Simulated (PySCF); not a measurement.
Stepwise substitution at one centre (Si OH-SH). Gas-phase values, no solvent. One relaxed conformer stands for each flexible species; it need not be the lowest. Strings in code marks are SMILES.

All values below come from ωB97X-D3(BJ)/def2-TZVP in PySCF. All candidates: neutral, multiplicity 1. Delta-SCF ions had no search for a lower state. Excitations are Tamm–Dancoff values on a coarser integration grid. The basis has no diffuse functions, so Rydberg states are missing or too high.

The HOMO comes out as -11.72 eV and the vertical ionisation energy (Delta-SCF) is 11.89 eV. The brightest of the four lowest singlets (TDA) comes out as 9.24 eV.

### Question
Identify which member has these values.
(A) `O[Si](O)(S)S`
(B) `O[Si](S)(S)S`
(C) `O[Si](O)(O)O`

### Answer
C, `O[Si](O)(O)O`. The others give `O[Si](S)(S)S`: -9.90 eV, 9.86 eV, 7.34 eV; `O[Si](O)(S)S`: -9.75 eV, 9.78 eV, 7.35 eV
